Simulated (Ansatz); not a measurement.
Consider the cleavage of the In–Ge bond: `[Cl][In]([Cl])[GeH3]` + HCl → `[Cl][In]([Cl])[Cl]` + GeH₄.

Calculated with Ansatz (gas phase, PBE0-D4/def2-TZVP geometries, no zero-point term in ΔE). CBS: MP2 limit from def2 TZ/QZ plus the TZ coupled-cluster correction, frozen cores. This one scheme is used for every species. Elements past krypton have def2 core potentials. For Ge, In outer-core shells are correlated without core-valence functions, which leaves a few kJ/mol of doubt a bond. Scalar relativity is left out up to krypton.

| species | HF/CBS(def2) energy (Eh) |
| --- | --- |
| `[Cl][In]([Cl])[GeH3]` | -3185.55599 |
| HCl | -460.11403 |
| `[Cl][In]([Cl])[Cl]` | -1567.96452 |
| GeH₄ | -2077.72769 |

**Question.** Work out ΔE.

**Answer.** ΔE = (-1567.96452) + (-2077.72769) − (-3185.55599) − (-460.11403) = -0.02219 Eh = -0.60 eV. CCSD(T)/CBS gives -0.33 eV.

Largest T1 diagnostic among the species: 0.012.

At CCSD(T), def2-SVP lies −0.10 eV from the extrapolated value and def2-TZVPP −0.01 eV. From PBE to PBE0 (25 % exact exchange), in def2-TZVPP and without D4, ΔE moves by −0.05 eV.
